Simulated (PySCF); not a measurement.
Problem. Give a PBE0-D3(BJ)/def2-SVP geometry of `[CH3][GeH2][Ge@H]([PH2])[GeH2][Cl]`.

Solution. 
```
atom  x, y, z in Å
C1     2.6155    0.1406    0.3202
Ge2    1.1234   -1.0361   -0.1298
Ge3   -1.0085   -0.1380    0.6132
P4    -2.8391   -1.5479    0.2529
Ge5   -1.4465    1.9220   -0.5831
Cl6    0.3549    3.1340   -0.3194
H7     2.4351    1.1396   -0.0997
H8     3.5524   -0.2652   -0.0882
H9     2.7124    0.2313    1.4111
H10    1.3044   -2.4333    0.5025
H11    1.0139   -1.2194   -1.6591
H12   -1.0053    0.2153    2.1162
H13   -2.4087   -1.9166   -1.0598
H14   -2.2074   -2.6765    0.8620
H15   -2.6075    2.7742   -0.0405
H16   -1.6052    1.7253   -2.1025
```

Orientation and origin are arbitrary. Atoms count from 1 in this order. Ge3 (germanium bonded to 2 Ge, P and H) is distorted tetrahedral (angles from 106.6° to 114.6°). Ge2 (germanium bonded to C, Ge and 2 H) is tetrahedral (angles from 106.5° to 112.2°). P4 (three-coordinate phosphorus) is pyramidal (angles 93.7°, 93.5° and 93.1°, sum 280.3°, 0.87 Å off the plane of its three neighbours). Of the pairs four or more bonds apart, Cl6···H7 is among the closest relative to their van der Waals radii: 2.89 Å, 98 % of the sum of Bondi's values.

Bonds between heavy atoms (Å): C1–Ge2 1.953, Ge2–Ge3 2.430, Ge3–P4 2.339, Ge3–Ge5 2.422, Ge5–Cl6 2.187.

Method: PBE0-D3(BJ)/def2-SVP geometry optimisation, gas phase in PySCF 2.14.0.

Point group: C1 (no symmetry element, even within 0.4 Å). Stationary, but not proved a minimum. The numbers are those of one conformer (C1–Ge2–Ge3–P4 -176°, Ge2–Ge3–P4–H -43° and 51°, Ge2–Ge3–Ge5–Cl6 -52°).
